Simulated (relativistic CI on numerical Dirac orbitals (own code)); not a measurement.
Computed by Dirac-Coulomb-Breit CI, orbitals from a KLI potential per configuration, model QED (radiative potential, 1s self-energy scaled to tabulated hydrogen-like ionisation energies), unscaled Slater integrals (own radial code, finite nucleus).

Configurations in the expansion (outside the closed core [Ar] 3d10): 4s²4p⁶4d¹⁰4f, 4s²4p⁶4d⁹4f², 4s²4p⁶4d¹⁰5s, 4s²4p⁵4d¹⁰4f², 4s²4p⁶4d¹⁰5p, 4s4p⁶4d¹⁰4f², 4s²4p⁶4d¹⁰5d, 4s²4p⁶4d⁹4f5s, 4s²4p⁶4d¹⁰5f, 4s²4p⁶4d⁹4f5p, 4s²4p⁶4d¹⁰5g, 4s²4p⁶4d¹⁰6s, 4s²4p⁶4d¹⁰6p, 4s²4p⁵4d¹⁰4f5s, 4s²4p⁶4d¹⁰6d, 4s²4p⁶4d⁹4f5f, 4s²4p⁶4d¹⁰6f, 4s²4p⁶4d¹⁰7s, 4s4p⁶4d¹⁰5s², 4s²4p⁶4d¹⁰7d, 4s²4p⁵4d¹⁰4f5d. Double excitations out of closed p, d and f shells are left out; levels of such configurations are missing from the list, as are those of other unlisted configurations, and high levels can miss mixing partners.

At this charge energies of transitions that change n are usually good to better than 1 %, and those within a shell (Δn = 0) to a few per cent.

Outline of the computed level scheme of Tl XXXV. Lowest level of each configuration: 4s²4p⁶4d¹⁰4f ²F°5/2 at 0.000 eV; 4s²4p⁶4d⁹4f² ⁴F3/2 at 226.679 eV; 4s²4p⁶4d¹⁰5s ²S1/2 at 244.755 eV.

Some strong electric-dipole decays among the lowest 45 levels: 4s²4p⁶4d⁹4f² ⁴G5/2 → 4s²4p⁶4d¹⁰4f ²F°5/2 (5.9e+10 s⁻¹); 4s²4p⁶4d⁹4f² ²G9/2 → 4s²4p⁶4d¹⁰4f ²F°7/2 (2.8e+10 s⁻¹); 4s²4p⁶4d⁹4f² ⁴D5/2 → 4s²4p⁶4d¹⁰4f ²F°5/2 (2.6e+10 s⁻¹); 4s²4p⁶4d⁹4f² ²D3/2 → 4s²4p⁶4d¹⁰4f ²F°5/2 (1.2e+10 s⁻¹); 4s²4p⁶4d⁹4f² ²G9/2 → 4s²4p⁶4d¹⁰4f ²F°7/2 (1.0e+10 s⁻¹); 4s²4p⁶4d⁹4f² ²P3/2 → 4s²4p⁶4d¹⁰4f ²F°5/2 (7.6e+09 s⁻¹); 4s²4p⁶4d⁹4f² ²F5/2 → 4s²4p⁶4d¹⁰4f ²F°5/2 (6.8e+09 s⁻¹); 4s²4p⁶4d⁹4f² ²D5/2 → 4s²4p⁶4d¹⁰4f ²F°5/2 (5.4e+09 s⁻¹).

LS names give the leading component of a level, which can be under half, so a name can repeat, a term be missing and a line seem to break the LS rules.
